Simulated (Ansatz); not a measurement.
**Cost against result**

Saddle point of SnH5O2, doublet (HO₂ ([O][OH]) + SnH₄ → H₂O₂ ([OH][OH]) + SnH₃; bonds formed: H1–O3; bonds broken: H1–Sn2), PBE0-D4/def2-TZVP structure:

H1  (-0.395, -0.155, -0.429)
Sn2  (1.392, 0.020, -0.148)
O3  (-1.786, -0.273, -0.627)
O4  (-2.394, -0.372, 0.576)
H5  (1.641, 1.175, 1.087)
H6  (2.043, -1.482, 0.333)
H7  (2.151, 0.549, -1.582)
H8  (-2.652, 0.538, 0.789)
(Å)

Barriers are electronic and count from the start structure reached by relaxing down the imaginary mode. Spin–orbit coupling is left out.

Ansatz 0.2.0; basis: as named in each row; cores frozen in the correlated methods; orbitals are unrestricted. Filled d shells of the heavier atoms are correlated. Core potentials replace the inner electrons of the atoms past krypton. The def2 sets are not built for correlating such inner shells, so the correlated values are less sure here. B3LYP uses VWN-RPA correlation. Extrapolation: Hartree–Fock as exp(−7.88 √X), correlation as X^−2.97.

Times are rough, for one single point on 4 threads of a shared host (Arm Neoverse V1).

The estimate by CCSD(T) at an estimated basis limit (MP2 extrapolated from triple and quadruple zeta, plus CCSD(T) − MP2 in triple zeta) is 0.614 eV.

```tsv
method	basis	time (s)	barrier (eV)	method less estimate
SPW92	def2-SVP	under 1	0.201	-0.413
PBE-D4	def2-SVP	1	0.346	-0.268
SPW92	def2-TZVPP	1	0.113	-0.501
PBE0-D4	def2-SVP	2	0.530	-0.085
PBE-D4	def2-TZVPP	2	0.264	-0.350
BLYP-D4	def2-TZVPP	2	0.289	-0.325
PBE0-D4	def2-TZVPP	4	0.463	-0.151
BHLYP-D4	def2-TZVPP	4	0.663	0.049
B3LYP-D4	def2-TZVPP	4	0.440	-0.175
CAM-B3LYP-D4	def2-TZVPP	4	0.547	-0.068
r2SCAN-D4	def2-TZVPP	4	0.373	-0.241
B2PLYP	def2-TZVPP	6	0.533	-0.081
PBE-QIDH	def2-TZVPP	6	0.620	0.006
r2SCAN0-D4	def2-TZVPP	7	0.523	-0.091
RPA on PBE	def2-TZVPP	7	0.652	0.038
wB97M-V	def2-SVP	8	0.669	0.055
B97M-V	def2-TZVPP	8	0.509	-0.106
wB97X-V	def2-TZVPP	10	0.634	0.020
CCSD(T)	def2-SVP	12	0.782	0.167
wB97M-V	def2-TZVPP	12	0.604	-0.010
MP2	def2-QZVPP	27	0.644	0.029
CCSD(T)	def2-TZVPP	280	0.635	0.020
```

All methods are single points on the PBE0-D4 structures.

The T1 diagnostic stays at or below 0.024. ⟨S²⟩ of the unrestricted Hartree–Fock references: 0.75 to 0.79 (a pure state has 0.75).

Labels in which every atom is bracketed show which atoms are joined, not bond orders.
